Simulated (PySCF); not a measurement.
## Static response to an electric field

Compound: C7H4O2.
Cartesian coordinates in Å at the PBE0-D3(BJ)/def2-SVP level; atoms count from 1:
```
atom  x, y, z in Å
O1     4.375    0.328    0.979
C2     3.627   -0.364    0.332
C3     2.198   -0.205    0.292
C4     0.982   -0.109    0.234
C5    -0.412    0.038    0.203
C6    -1.254    0.941    0.817
C7    -2.569    0.593    0.416
C8    -2.432   -0.492   -0.408
O9    -1.146   -0.832   -0.543
H10    4.004   -1.205   -0.301
H11   -0.942    1.750    1.473
H12   -3.500    1.080    0.699
H13   -3.150   -1.103   -0.950
```

Level: CAM-B3LYP/def2-SVPD (PySCF), static field, nuclei fixed, core orbitals frozen in the response. The polarisability tensor in these axes (au):

```
x   175.13  -5.28   9.37
y    -5.28  66.54  12.57
z     9.37  12.57  60.58
```

Task: Give the principal values, the mean and the anisotropy Δα = √{½[(α1 − α2)² + (α2 − α3)² + (α1 − α3)²]}.

Result: Principal values 49.74, 76.45 and 176.06 au; mean 100.75 au = 14.93 Å³ = 16.61 × 10⁻⁴⁰ C²·m²/J; Δα = 115.31 au (114 % of the mean).

Task: What is the dipole moment, and where does it point?

Result: (-4.44, -0.63, -1.01) D, 4.59 D in size, pointing from the negative to the positive side. Measured along this direction, the outermost atoms are O1 at the negative end and H13 at the positive end.

Task: Sum over states: ᾱ = Σ f/ω², ω in Eh. What share falls to these 6 lowest TDDFT singlets (eV, f)? 3.86, 0.0003; 4.38, 0.6133; 4.80, 0.0010; 5.56, 0.0003; 6.12, 0.0166; 6.45, 0.0501.

Result: They add up to 24.96 au, 24.8 % of the 100.75 au; the largest single term is 23.69 au, from the state at 4.38 eV. Terms in order: 0.01, 23.69, 0.03, 0.01, 0.33, 0.89 au. Higher excitations give the rest. The strengths listed sum to 0.682.

Task: What depolarisation ratio follows for Rayleigh scattering of linearly polarised light, taking the static tensor?

Result: ρ = 3Δα²/(45ᾱ² + 4Δα²) = 39888.9/(456783 + 53185.2) = 0.0782.

Task: Refractivity n − 1 of an ideal gas of it at 273.15 K and 1 atm, from the electronic α?

Result: N = p/kT = 2.6868 × 10¹⁹ cm⁻³, so n − 1 = 2π × N × 14.93 × 10⁻²⁴ cm³ = 2520 × 10⁻⁶ at long wavelengths, for an ideal gas.

Task: Orientational against electronic polarisability at 298 K (dilute gas, rigid molecules)?

Result: In Gaussian units μ²/3kT = 170.96 Å³ against 14.93 Å³, a ratio of 11.45; the Debye molar polarisation (4π/3)N_A(α + μ²/3kT) is 468.9 cm³/mol, leaving out the vibrational part.

Isolated species at its PBE0-D3(BJ)/def2-SVP geometry, gas phase.
